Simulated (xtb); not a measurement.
A run for xtb: GFN2-xTB on Sc, 2S+1 = 2, a spin state set in the input, which need not be the lowest.

```
$ xtb mol.xyz --gfn 2 --sp --chrg 0 --uhf 1
1

Sc     0.00000000     0.00000000     0.00000000
```

Output:

```
[...]
           -------------------------------------------------
          |                Calculation Setup                |
           -------------------------------------------------



           -------------------------------------------------
          |                 G F N 2 - x T B                 |
           -------------------------------------------------

        Reference                      10.1021/acs.jctc.8b01176
      * Hamiltonian:
        H0-scaling (s, p, d)           1.850000    2.230000    2.230000
        zeta-weighting                 0.500000
      * Dispersion:
        s8                             2.700000
        a1                             0.520000
        a2                             5.000000
        s9                             5.000000
      * Repulsion:
        kExp                           1.500000    1.000000
        rExp                           1.000000
      * Coulomb:
        alpha                          2.000000
        third order                    shell-resolved
        anisotropic                    true
        a3                             3.000000
        a5                             4.000000
        cn-shift                       1.200000
        cn-exp                         4.000000
        max-rad                        5.000000


          ...................................................
          :                      SETUP                      :
          :.................................................:
          :  # basis functions                  10          :
          :  # atomic orbitals                   9          :
          :  # shells                            3          :
          :  # electrons                         3          :
          :  max. iterations                   250          :
          :  Hamiltonian                  GFN2-xTB          :
          :  restarted?                      false          :
          :  GBSA solvation                  false          :
          :  PC potential                    false          :
          :  electronic temp.          300.0000000     K    :
          :  accuracy                    1.0000000          :
          :  -> integral cutoff          0.2500000E+02      :
          :  -> integral neglect         0.1000000E-07      :
          :  -> SCF convergence          0.1000000E-05 Eh   :
          :  -> wf. convergence          0.1000000E-03 e    :
          :  Broyden damping             0.4000000          :
          :  net charge                          0          :
          :  unpaired electrons                  1          :
          ...................................................

 iter      E             dE          RMSdq      gap      omega  full diag
   1     -0.8541833 -0.854183E+00  0.141E+01    0.00       0.0  T
   2     -0.8541833  0.188738E-14  0.113E+01    0.00       0.0  T
   3     -0.8541833 -0.888178E-15  0.871E+00    0.00       0.0  T
   4     -0.8541833 -0.999201E-15  0.697E+00    0.00       0.0  T
   5     -0.8541833 -0.999201E-15  0.537E+00    0.00       0.0  T
   6     -0.8541833  0.288658E-14  0.395E+00    0.00       0.0  T
   7     -0.8541833  0.000000E+00  0.275E+00    0.00       0.0  T
   8     -0.8541833 -0.188738E-14  0.220E+00    0.00       0.0  T
   9     -0.8541833  0.999201E-15  0.176E+00    0.00       0.0  T
  10     -0.8541833  0.888178E-15  0.135E+00    0.00       0.0  T
  11     -0.8541833 -0.888178E-15  0.108E+00    0.00       0.0  T
  12     -0.8541833 -0.999201E-15  0.866E-01    0.00       0.0  T
  13     -0.8541833  0.999201E-15  0.667E-01    0.00       0.0  T
  14     -0.8541833 -0.199840E-14  0.491E-01    0.00       0.0  T
  15     -0.8541833  0.999201E-15  0.392E-01    0.00       0.0  T
  16     -0.8541833  0.288658E-14  0.302E-01    0.00       0.0  T
  17     -0.8541833 -0.999201E-15  0.242E-01    0.00       0.0  T
  18     -0.8541833 -0.888178E-15  0.193E-01    0.00       0.0  T
  19     -0.8541833 -0.999201E-15  0.149E-01    0.00       0.0  T
  20     -0.8541833  0.188738E-14  0.110E-01    0.00       0.0  T
  21     -0.8541833 -0.888178E-15  0.762E-02    0.00       0.0  T
  22     -0.8541833 -0.999201E-15  0.610E-02    0.00       0.0  T
  23     -0.8541833  0.288658E-14  0.469E-02    0.00       0.0  T
  24     -0.8541833 -0.388578E-14  0.345E-02    0.00       0.0  T
  25     -0.8541833  0.999201E-15  0.276E-02    0.00       0.0  T
  26     -0.8541833 -0.999201E-15  0.213E-02    0.00       0.0  T
  27     -0.8541833  0.199840E-14  0.170E-02    0.00       0.0  T
  28     -0.8541833 -0.199840E-14  0.131E-02    0.00       0.0  T
  29     -0.8541833  0.000000E+00  0.105E-02    0.00       0.0  T
  30     -0.8541833  0.199840E-14  0.807E-03    0.00       0.0  T
  31     -0.8541833  0.888178E-15  0.646E-03    0.00       0.0  T
  32     -0.8541833 -0.888178E-15  0.517E-03    0.00       0.0  T
  33     -0.8541833  0.111022E-14  0.413E-03    0.00       0.0  T
  34     -0.8541833 -0.310862E-14  0.318E-03    0.00       0.0  T
  35     -0.8541833  0.199840E-14  0.255E-03    0.00       0.0  T
  36     -0.8541833 -0.888178E-15  0.196E-03    0.00       0.0  T
  37     -0.8541833 -0.111022E-14  0.157E-03    0.00       0.0  T
  38     -0.8541833  0.310862E-14  0.121E-03    0.00       0.0  T
  39     -0.8541833 -0.310862E-14  0.888E-04    0.00       0.0  T
  40     -0.8541833  0.111022E-14  0.710E-04    0.00       0.0  T

   *** convergence criteria satisfied after 40 iterations ***

         #    Occupation            Energy/Eh            Energy/eV
      -------------------------------------------------------------
         1        2.0000           -0.3573489              -9.7240
         2        0.2000           -0.1720520              -4.6818 (HOMO)
         3        0.2000           -0.1720520              -4.6818 (LUMO)
         4        0.2000           -0.1720520              -4.6818
         5        0.2000           -0.1720520              -4.6818
         6        0.2000           -0.1720520              -4.6818
         7                         -0.0798933              -2.1740
       ...                                ...                  ...
         9                         -0.0798933              -2.1740
      -------------------------------------------------------------
                  HL-Gap            0.0000000 Eh            0.0000 eV
             Fermi-level           -0.2190347 Eh           -5.9602 eV

 SCC (total)                   0 d,  0 h,  0 min,  0.002 sec
 SCC setup                      ...        0 min,  0.000 sec (  4.118%)
 Dispersion                     ...        0 min,  0.000 sec (  0.895%)
 classical contributions        ...        0 min,  0.000 sec (  0.219%)
 integral evaluation            ...        0 min,  0.000 sec (  7.825%)
 iterations                     ...        0 min,  0.001 sec ( 80.422%)
 molecular gradient             ...        0 min,  0.000 sec (  2.779%)
 printout                       ...        0 min,  0.000 sec (  3.270%)

         :::::::::::::::::::::::::::::::::::::::::::::::::::::
         ::                     SUMMARY                     ::
         :::::::::::::::::::::::::::::::::::::::::::::::::::::
         :: total energy              -0.854183293246 Eh    ::
         :: gradient norm              0.000000000000 Eh/a0 ::
         :: HOMO-LUMO gap              0.000000000000 eV    ::
         ::.................................................::
         :: SCC energy                -0.854183293246 Eh    ::
         :: -> isotropic ES           -0.008333333330 Eh    ::
         :: -> anisotropic ES          0.000000000000 Eh    ::
         :: -> anisotropic XC         -0.000000000000 Eh    ::
         :: -> dispersion              0.000000000000 Eh    ::
         :: repulsion energy           0.000000000000 Eh    ::
         :: add. restraining           0.000000000000 Eh    ::
Note: The following floating-point exceptions are signalling: IEEE_DENORMAL
normal termination of xtb
         :: total charge              -0.000000000164 e     ::
         :::::::::::::::::::::::::::::::::::::::::::::::::::::

           -------------------------------------------------
          |                Property Printout                |
           -------------------------------------------------

    * Orbital Energies and Occupations

         #    Occupation            Energy/Eh            Energy/eV
      -------------------------------------------------------------
         1        2.0000           -0.3573489              -9.7240
         2        0.2000           -0.1720520              -4.6818 (HOMO)
         3        0.2000           -0.1720520              -4.6818 (LUMO)
         4        0.2000           -0.1720520              -4.6818
         5        0.2000           -0.1720520              -4.6818
         6        0.2000           -0.1720520              -4.6818
         7                         -0.0798933              -2.1740
         8                         -0.0798933              -2.1740
         9                         -0.0798933              -2.1740
      -------------------------------------------------------------
                  HL-Gap            0.0000000 Eh            0.0000 eV
             Fermi-level           -0.2190347 Eh           -5.9602 eV

     #   Z          covCN         q      C6AA      α(0)
     1  21 Sc       0.000    -0.000  1583.810   125.680

 Mol. C6AA /au·bohr⁶  :       1583.810043
 Mol. C8AA /au·bohr⁸  :     207502.024371
 Mol. α(0) /au        :        125.679899


Wiberg/Mayer (AO) data.
largest (>0.10) Wiberg bond orders for each atom

 ---------------------------------------------------------------------------
     #   Z sym  total        # sym  WBO       # sym  WBO       # sym  WBO
 ---------------------------------------------------------------------------
     1  21 Sc   0.000
 ---------------------------------------------------------------------------


molecular dipole:
                 x           y           z       tot (Debye)
 q only:        0.000       0.000       0.000
   full:        0.000       0.000       0.000       0.000
molecular quadrupole (traceless):
                xx          xy          yy          xz          yz          zz
 q only:        0.000       0.000       0.000       0.000       0.000       0.000
  q+dip:        0.000       0.000       0.000       0.000       0.000       0.000
   full:        0.000      -0.000      -0.000      -0.000       0.000      -0.000


           -------------------------------------------------
          | TOTAL ENERGY               -0.854183293246 Eh   |
          | GRADIENT NORM               0.000000000000 Eh/α |
          | HOMO-LUMO GAP               0.000000000000 eV   |
           -------------------------------------------------

------------------------------------------------------------------------
------------------------------------------------------------------------
 total:
 SCF:
```

The run finished.

Cost: around 0.03 core-seconds (rough).
